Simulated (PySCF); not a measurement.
Coordinates in bohr (charge 0 multiplicity 1):
```
Se   -0.1690    0.0000   -0.5250
N    -2.6529    0.0000    1.1692
F     2.6663    0.0000    1.3466
```

Computed with PySCF, PBE0, basis Se def2-TZVP, N def2-TZVP, F def2-TZVP (no relativity, density fitting).

This geometry of FSeN is a stationary point at this level.

What is the point group?

Cs.

Is it a minimum?

Yes: all harmonic wavenumbers are real.

List the harmonic modes with their infrared intensities.


```
symmetry  ω (cm⁻¹)  IR (km/mol)     type
      a'       291         11.7     bend
      a'       578          146  stretch
      a'      1142          7.7  stretch
```

Give the atomic charges and bond orders.


```
atom  Mulliken  Löwdin  polar tensor  Mayer order to Se1
 Se1      0.67    0.64          0.92                   –
  N2     -0.33   -0.37         -0.26                2.55
  F3     -0.34   -0.26         -0.66                0.80
```

This need not be the most stable arrangement of these atoms.
